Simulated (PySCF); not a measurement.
Solvent effects on NMR parameters

Structure with atom numbers: `[CH3:1][O:2][c:3]1[cH:4][cH:5][c:6]([C:7](=[O:8])[O-:9])[o:10][c:11]1=[O:12]`; H(Xn) means a hydrogen on atom n.

GIAO PBE0/pcSseg-1 in PySCF on one PBE0-D3(BJ)/def2-SVP conformer, non-relativistic, equivalent nuclei averaged. Solvents enter as an IEF-PCM continuum (cyclohexane with ε = 2.0, chloroform with ε = 4.7) around the gas-phase geometry. Shifts are referred to TMS computed in the same medium.

In cyclohexane, δ in ppm: C6 165.7, C11 160.8, C7 160.8, C3 148.6, C4 117.8, C5 108.0, C1 53.7, H(C5) 7.01, H(C4) 6.19, H(C1) 3.49. Dipole moment 14.35 D.

Task: How does each δ change in the more polar medium?

Result: 
| atoms | environment | Δδ, chloroform |
| --- | --- | --- |
| C6 | unsaturated ring carbon | -1.9 |
| C11 | ring carbonyl carbon | +0.8 |
| C7 | carboxylate carbon | +1.5 |
| C3 | unsaturated ring carbon | +1.8 |
| C4 | unsaturated ring CH | +1.7 |
| C5 | unsaturated ring CH | +2.8 |
| C1 | methyl carbon bonded to O | +0.7 |
| H(C5) | hydrogen on a unsaturated ring CH | +0.11 |
| H(C4) | hydrogen on a unsaturated ring CH | +0.31 |
| H(C1) | hydrogen on a methyl carbon bonded to O | +0.15 |

Changes are relative to cyclohexane. The dipole moment becomes 15.49 D in chloroform.

Task: Which nuclei move most (in ppm), and what does the model miss?

Result: C5 (unsaturated ring CH, +2.8 ppm) in chloroform. A continuum only polarises the solute; specific hydrogen bonds, the anisotropy of aromatic solvents and changes of geometry or conformer are outside it, as are counter-ions.
